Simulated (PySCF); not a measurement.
# Fluorine: a sound run and one with changed settings

Sound run: F⁺ [He] 2s2 2p4, F²⁺ [He] 2s2 2p3. Computed with PySCF 2.14 in aug-cc-pVDZ, with no relativity, point nucleus. In the sound run the correlated levels freeze 1s2. The sound run starts from symmetry-adapted Hartree-Fock orbitals and uses a fine grid where one is needed.

A second run was set up differently.

| species | method | sound run (hartree) | changed run (hartree) | converged |
| --- | --- | --- | --- | --- |
| F⁺ | MP2 | -98.90483 | -98.85110 | yes |
| F⁺ | CCSD(T) | -98.92111 | -98.85786 | yes |
| F²⁺ | MP2 | -97.64639 | -97.59158 | yes |
| F²⁺ | CCSD(T) | -97.66139 | -97.59424 | yes |

Ionisation energy of F⁺:

```csv
method,sound run (eV),changed run (eV)
UHF,33.353,33.353
MP2,34.244,34.273
SCS-MP2,34.249,34.389
CCSD,34.259,34.375
CCSD(T),34.279,34.385
```

(1) What was changed?
A. a valence shell is frozen
B. level shift left on
C. all electrons correlated in a valence basis
D. too few SCF iterations

Answers

(1) A. Freezing a valence shell removes pair correlation that changes on ionisation.
